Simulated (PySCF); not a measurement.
W⁶³⁺ (tungsten, charge +63) across methods

[Ne] 3s1, 2S determinant. Computed with PySCF 2.14 in an uncontracted even-tempered set (17 s from 18 bohr⁻², ratio 2.5; 12 p from 23 bohr⁻², ratio 2.5; 4 d from 84 bohr⁻², ratio 2.7; 4 f from 130 bohr⁻², ratio 2.7), with the spin-free X2C one-electron Hamiltonian (Gaussian nucleus).

```csv
method,E (hartree),mean ε 2p α (eV),mean ε 2p β (eV),mean ε 3s α (eV),Σ⟨r²⟩ (bohr²),⟨S²⟩
PBE0,-11322.09,-15753.8,-15748.6,-7099.4,0.08627,0.750
r2SCAN,-11322.53,-15731.1,-15726.4,-7087.7,0.08630,0.750
LDA,-11311.83,-15704.1,-15699.4,-7084.3,0.08632,0.750
PBE,-11322.21,-15710.1,-15705.3,-7087.3,0.08627,0.750
UHF,-11321.28107,-15883.0,-15876.7,-7134.8,0.08629,0.750
BHandHLYP,-11322.53,-15798.0,-15792.6,-7112.2,0.08627,0.750
M06-L,-11322.31,-15733.1,-15728.5,-7084.4,0.08623,0.750
```

Spin-orbit coupling, which splits the p, d and f shells strongly at this Z, is absent.
